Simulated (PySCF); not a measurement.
Si(H)(F)2(Et) (C2H6F2Si), SMILES CC[SiH](F)F. Atoms are numbered in the order given.

```xyz
11

Si     0.6360    -0.4119     0.0000
F      1.0301     0.4779     1.2938
F      1.0301     0.4779    -1.2938
C     -1.1883    -0.7299     0.0000
C     -2.0354     0.5421     0.0000
H      1.4904    -1.6232     0.0000
H     -1.4152    -1.3575    -0.8803
H     -1.4152    -1.3575     0.8803
H     -3.1110     0.3101     0.0000
H     -1.8263     1.1594    -0.8868
H     -1.8263     1.1594     0.8868
```

Geometry: PBE0-D3(BJ)/def2-SVP. The values are those of a single conformer.

All values below come from PBE/pcSseg-1 (PySCF).

GIAO shieldings, no solvent; atoms alike by connectivity are averaged. δ = σ(ref) − σ: ²⁹Si against TMS (σ = 335.4 ppm); ¹⁹F against CFCl3 (σ = 133.6 ppm); ¹³C against TMS (σ = 182.0 ppm); ¹H against TMS (σ = 31.49 ppm), references at their B3LYP-D3(BJ)/def2-TZVP geometries, non-relativistic.

```csv
nucleus,atoms,count,δ (ppm)
²⁹Si,Si1,1,2.1
¹⁹F,"F2, F3",2,-183.4
¹³C,C4,1,14.2
¹³C,C5,1,7.6
¹H,H6,1,5.53
¹H,"H9, H10, H11",3,1.44
¹H,"H7, H8",2,0.97
```
